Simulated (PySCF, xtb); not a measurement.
AlFH2S2, SMILES [F][Al]([SH])[SH]. One conformer was computed; it need not be the lowest.

Harmonic wavenumbers (cm⁻¹) from GFN2-xTB run with xtb 6.7.1 at its own minimum, in rising order: 102, 143, 175, 184, 210, 391, 525, 554, 605, 796, 2384, 2417.

What does B3LYP-D3(BJ)/def2-SVP (PySCF 2.14.0) give at its own minimum? (The exact figures need the calculation; the answer reports its results.)

124, 174, 188, 211, 258, 397, 566, 644, 680, 885, 2662, 2665. Paired by order, the mean absolute difference is 81 cm⁻¹ and the zero-point energies are 12.1 and 13.5 kcal/mol.
